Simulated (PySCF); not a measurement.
GeH7NOSi, SMILES [OH][GeH2][NH][SiH3].

Geometry: ωB97X-D3(BJ)/def2-SVP. The structure was generated by enumeration, and PubChem lists no compound with its InChIKey, so it may never have been made. One conformer was computed; it need not be the lowest.

These are TDDFT-PBE0/def2-SVPD (PySCF 2.14.0) values and carry that method's errors.

Vertical excitations. Isolated molecule, no solvent.

Computed UV-visible absorptions:
| state | energy (eV) | λ (nm) | f | main pairs |
|---|---|---|---|---|
| S1 | 6.16 | 201 | 0.015 | HOMO→LUMO 93 % |
| S2 | 6.83 | 182 | 0.042 | HOMO→LUMO+1 90 % |
| S3 | 7.08 | 175 | 0.022 | HOMO→LUMO+2 95 % |
| S4 | 7.28 | 170 | 0.021 | HOMO−1→LUMO 74 %, HOMO−1→LUMO+1 22 % |
| S5 | 7.47 | 166 | 0.009 | HOMO→LUMO+3 81 % |
| S6 | 7.64 | 162 | 0.013 | HOMO→LUMO+4 74 %, HOMO→LUMO+3 15 % |
| S7 | 7.76 | 160 | 0.020 | HOMO→LUMO+5 62 %, HOMO−1→LUMO+1 17 % |
| S8 | 7.88 | 157 | 0.048 | HOMO−1→LUMO+1 39 %, HOMO→LUMO+5 22 %, HOMO−2→LUMO 14 %, HOMO−1→LUMO 13 % |
| S9 | 7.98 | 155 | 0.001 | HOMO→LUMO+6 57 %, HOMO→LUMO+7 20 %, HOMO−2→LUMO 15 % |
| S10 | 8.00 | 155 | 0.039 | HOMO−2→LUMO 62 %, HOMO−1→LUMO+1 14 %, HOMO→LUMO+6 10 % |
| T1 | 5.78 | 215 | 0 | HOMO→LUMO 88 % |
| T2 | 6.37 | 195 | 0 | HOMO→LUMO+1 88 % |
| T3 | 6.79 | 183 | 0 | HOMO→LUMO+2 86 % |
| T4 | 6.89 | 180 | 0 | HOMO−1→LUMO 50 %, HOMO−1→LUMO+1 37 % |
Triplets are in the Tamm–Dancoff approximation, which puts them higher than full response would, so one can lie above its singlet here.
